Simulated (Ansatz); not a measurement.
The cluster AlSe3 (the lowest doublet isomer of a short search) was relaxed with PBE-D4 (def2-SVP) in Ansatz in these states: neutral doublet, neutral quartet. The geometries follow in no particular order.

A:

```xyz
4

Al   -0.304    0.314   -0.205
Se    1.029   -1.654   -0.380
Se   -1.991    1.528   -0.931
Se    1.266   -0.188    1.516
```

B:

```xyz
4

Al   -0.002   -0.142   -0.248
Se    1.172    1.608    0.712
Se   -0.014   -1.280   -2.223
Se   -1.156   -0.187    1.760
```

Question: Judge from the bond lengths which geometry belongs to which state (an estimate).

Answer: A is the neutral doublet (Se2–Se4 2.407 Å, Al1–Se3 2.202 Å, Al1–Se4 2.383 Å); B is the neutral quartet (Se2–Se4 3.121 Å, Al1–Se3 2.280 Å, Al1–Se4 2.316 Å).

At PBE-D4/def2-SVP the gap within one spin of the charge 0 doublet nearly closes, so an electron or hole may be smeared out by delocalisation error. At PBE0-D4/def2-TZVP a doublet lies 1.08 eV below the neutral quartet. These are the stationary points nearest to one start from a short search; other shapes may lie lower in each state.
